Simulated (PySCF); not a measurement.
Electron correlation in Zn⁺ (zinc, charge +1)

[Ar] 3d10 4s1, 2S determinant. All numbers are calculated (PySCF 2.14, no relativity, point nucleus, in 6-31G* (5s4p2d1f, 34 functions)). Frozen: [Ar]; 11 electrons correlated.

MP2 pair energies summed by pair of shells (mhartree):

```csv
pair,energy,share (%)
3d-3d,-203.43,94.1
3d-4s,-12.72,5.9
```

Total MP2 correlation energy: -216.15 mhartree.

Same-spin part -79.24 and opposite-spin part -136.91 mhartree; SCS-MP2 scales them by 1/3 and 6/5 to -190.71 mhartree.

```csv
level,correlation energy (mhartree)
CCSD,-195.07
(T),-5.49
CCSD(T),-200.56
```

Diagnostics: T1 = 0.0061, D1 = 0.0132, largest double amplitude 0.028.

Cost of the coupled-cluster step: 0.34 s of wall time on 1 thread of Neoverse-V2 (shared host), for 11 correlated electrons.
